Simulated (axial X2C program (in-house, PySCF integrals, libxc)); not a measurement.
**Correcting the dissociation energy of CsS for spin–orbit coupling**

A spin-free CCSD(T) curve (one-electron X2C) was computed with an axial X2C code built on PySCF integrals, basis Cs dyall-cv3z [15s15p9d4f1g], S dyall-av3z [9s8p3d2f] (cores contracted in-house), for the state M_S = 1/2, Λ = 1 (beyond evenly filled blocks: π+α, π+β, π-α). It gives D0 = 2.643 eV to Cs + S, which in a spin-free picture are the weighted means of the ground terms.

Correlated methods: 15 electrons correlated (number of frozen shells: Cs 4 s, 3 p, 2 d; S 2 s, 1 p), 295 virtual spin orbitals or spinors in MP2, 90 natural virtuals in coupled cluster.

Measured levels of the ground terms (NIST Handbook of Basic Atomic Spectroscopic Data), in cm⁻¹: Cs 2S: J = 1/2 at 0; S 3P: J = 2 at 0, J = 1 at 396.1, J = 0 at 573.6.

The two components of the molecular doublet are 358 cm⁻¹ apart in the PBE0 2c search (Ω = 3/2 lower), so the lower one lies 179 cm⁻¹ under their mean.

How far does each ground level lie under the (2J+1)-weighted mean of its term?

Cs: a single level, 0; S: (5 × 0 + 3 × 396.1 + 1 × 573.6)/9 = 196 cm⁻¹.

Correct D0.

D0 = 2.643 + (179 − 196)/8065.5 = 2.641 eV at CCSD(T) with these spin–orbit terms. The direct two-component run gives 2.642 eV; the difference holds second-order terms in the molecule, scalar two-electron terms, the gap between measured and computed atomic splittings (a 2c atom can miss part of its lowering) and, in coupled cluster, the truncation of each run.

Second-order spin–orbit effects in the molecule, which grow quickly with Z, are left out. One determinant describes the state; a PBE0 search over occupations chose it and may have missed a lower one. Dissociation energies refer to the lowest single-determinant-based atoms at the same level and basis. CCSD and (T) use frozen natural virtuals with an MP2 correction for the truncation; (T) itself is uncorrected, so its De runs slightly low. PBE0 can misorder states that lie within some tenths of an eV, so this need not be the ground state of the molecule. The nearest other spin-free determinant of the search, M_S = 1/2, Λ = 0, lies 0.06 eV up at the distance of the search.
